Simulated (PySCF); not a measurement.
Sn(OH)3(SH) (H4O3SSn), SMILES [OH][Sn]([OH])([OH])[SH]. Geometry optimised at PBE-D3(BJ)/def2-SVP. The structure was generated by enumeration; whether it is a known compound was not checked. The def2 effective core potentials stand for the cores of Sn; spin–orbit coupling is left out. Other conformers were not sampled.

Computed equilibrium geometry at PBE-D3(BJ)/def2-SVP (PySCF confirms it by a frequency run) as a Z-matrix (one conformer of several):
```
Sn
O 1 1.9984
H 2 0.9787 1 107.80
O 1 2.0009 2 106.79 3 140.03
H 4 0.9784 1 108.34 2 -30.15
O 1 2.0057 2 101.92 3 19.09
H 6 0.9779 1 108.91 2 -166.28
S 1 2.4235 2 118.69 3 -105.25
H 8 1.3653 1 88.74 2 -108.17
```
